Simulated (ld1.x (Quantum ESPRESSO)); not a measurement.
## Gd: PAW pseudisation with PBE, scalar-relativistic reference atom.

ld1.x (Quantum ESPRESSO) 7.5 input, shortened:

```
&input
   title='Gd', zed=64., rel=1, dft='PBE', iswitch=3,
   config='[Xe] 4f7 5d1 6s1.75 6p0'
 /
 &inputp
   pseudotype=3, lpaw=.true., tm=.true., lloc=-1, rcloc=2.20,
   nlcc=.true., new_core_ps=.true., rcore=1.60,
   which_augfun='PSQ', rmatch_augfun_nc=.true.
 /
6
5S  1  0   2.00   0.00  1.90  2.45  0.0
6S  2  0   1.75   0.00  1.90  2.45  0.0
5P  2  1   6.00   0.00  2.15  2.30  0.0
6P  3  1   0.00   0.00  2.15  2.30  0.0
5D  3  2   1.00   0.00  1.75  2.45  0.0
5D  3  2   0.00   1.10  1.75  2.45  0.0
 &test
   configts(1)='5s2 5p6 5d1 6s1.75 6p0'
 /
```

All-electron outer shells of the reference configuration (PBE, scalar-relativistic, ld1.x):

```json
{"shell": "4d", "level (eV)": "-149.18", "outermost node (bohr)": "0.27", "outermost maximum (bohr)": "0.56"}
{"shell": "5s", "level (eV)": "-51.21", "outermost node (bohr)": "0.65", "outermost maximum (bohr)": "1.20"}
{"shell": "5p", "level (eV)": "-28.73", "outermost node (bohr)": "0.70", "outermost maximum (bohr)": "1.35"}
{"shell": "4f", "level (eV)": "-10.16", "outermost node (bohr)": "–", "outermost maximum (bohr)": "0.56"}
{"shell": "6s", "level (eV)": "-5.35", "outermost node (bohr)": "1.60", "outermost maximum (bohr)": "3.33"}
{"shell": "5d", "level (eV)": "-3.90", "outermost node (bohr)": "0.79", "outermost maximum (bohr)": "1.95"}
{"shell": "6p", "level (eV)": "-2.36", "outermost node (bohr)": "1.92", "outermost maximum (bohr)": "4.39"}
```

Task: Is the overlap operator S = 1 + Σ q|β⟩⟨β| positive definite (Bessel basis up to 400 Ry)?

Result: No: its lowest eigenvalue is -0.160, in the p channel, so the generalised eigenproblem breaks down once the basis is large enough.

Its largest configuration-test error is -18 meV (5s2 5p6 5d1 6s0 6p0). Test run stopped at test 7 of 7 (negative rho).

The ghost test of this file was not conclusive. Its overlap operator is not positive definite in a basis up to 400 Ry (lowest eigenvalue p -0.16), so the file is unfit for use: the generalised eigenproblem breaks down once the basis is large enough, and its test numbers describe a broken file.
